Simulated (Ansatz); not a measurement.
Wavefunction ladder for BH₃O₂S, SMILES `OB(O)S`

```xyz
7

O     1.5179    0.1718    0.6243
B     0.2788   -0.0056    0.1015
O    -0.6121    1.0274    0.1359
S    -0.0437   -1.6620   -0.6037
H     1.6350    1.0570    0.9807
H    -1.4690    0.8407   -0.2482
H    -1.3070   -1.4292   -0.9905
```

The species carries charge 0 and has multiplicity 1. The structure was optimised at the PBE0-D4/def2-TZVP level. It is one conformer, not always the lowest. Frozen core, restricted reference, Ansatz. CBS rows extrapolate triple and quadruple zeta.

```json
{"basis": "def2-TZVPP", "HF (Eh)": "-573.92403", "MP2 corr.": "-0.75219"}
{"basis": "def2-QZVPP", "HF (Eh)": "-573.94368", "MP2 corr.": "-0.81395"}
```

(1) Estimate the CCSD correlation energy and the (T) correction in each basis where they were run (hartree).

Answers

(1) 
| basis | CCSD corr. | (T) |
| --- | --- | --- |
| def2-TZVPP | -0.77716 | -0.03035 |
| def2-QZVPP | -0.83100 | -0.03480 |
| CBS(def2) | -0.87089 | -0.03809 |
